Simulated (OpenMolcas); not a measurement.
V IV.

```yaml
Program: OpenMolcas 26.06
Basis: ANO-L-VDZP [5s4p2d1f]
Scalar_Hamiltonian: non-relativistic, point nucleus
Active_space: 2 electrons in 10 orbitals (3d 4d)
State_averaging: 2S+1 = 3 even, 10 roots; 2S+1 = 1 even, 15 roots
Spin-orbit_coupling: state interaction with AMFI integrals over the reference wave functions, term energies averaged over their components
```

Two sets of levels on these reference wave functions, in eV above 3d2 3F2: one from CASSCF and one from SS-CASPT2, IPEA 0.25 Eh, imaginary shift 0.1 Eh (closed shells correlated: 3s 3p).

| Level | Set 1 | Set 2 |
| --- | --- | --- |
| 3d2 3F2 | 0.0000 | 0.0000 |
| 3d2 3F3 | 0.0396 | 0.0394 |
| 3d2 3F4 | 0.0906 | 0.0904 |
| 3d2 1D2 | 1.378 | 1.665 |
| 3d2 3P0 | 1.693 | 1.972 |
| 3d2 3P1 | 1.706 | 1.985 |
| 3d2 3P2 | 1.736 | 2.015 |
| 3d2 1G4 | 2.426 | 2.572 |
| 3d2 1S0 | 5.445 | 6.218 |

Q: Which set is which?

A: Set 1 is SS-CASPT2. Its levels of the other terms of 3d2 lie at 0.83 to 0.94 of the other set's values, as expected, since terms of lower spin or lower L gain more correlation energy than the Hund ground term. Against 7 measured levels (Sugar and Corliss, J. Phys. Chem. Ref. Data 7, 1191 (1978)) the mean absolute deviation is 550 cm-1 with it and 2600 cm-1 without; single levels miss by up to 1500 cm-1 with it.

CASPT2 does not keep the components of a term degenerate, so their means are used; among the terms shown or strongly mixed into the levels shown the widest spread is 550 cm-1 (3d2 1G, SS-CASPT2). Active for correlation alone: 4d; no level in the range computed is led by a configuration that fills it, so any true level of that kind is missing. The basis is small and was not contracted for so high a charge. Without dynamic correlation excited terms often stand tens of per cent too high (terms of higher spin than the ground term too low), and those without a measured partner can miss by more than the paired ones (holds for CASSCF). Measured partners are found by configuration, term and J. A level has none where our copy of the source lacks it or the pairing is in doubt (some pairs that miss far off the trend of their configuration count as doubtful), and it then counts in no deviation. Only configurations of the active space appear.
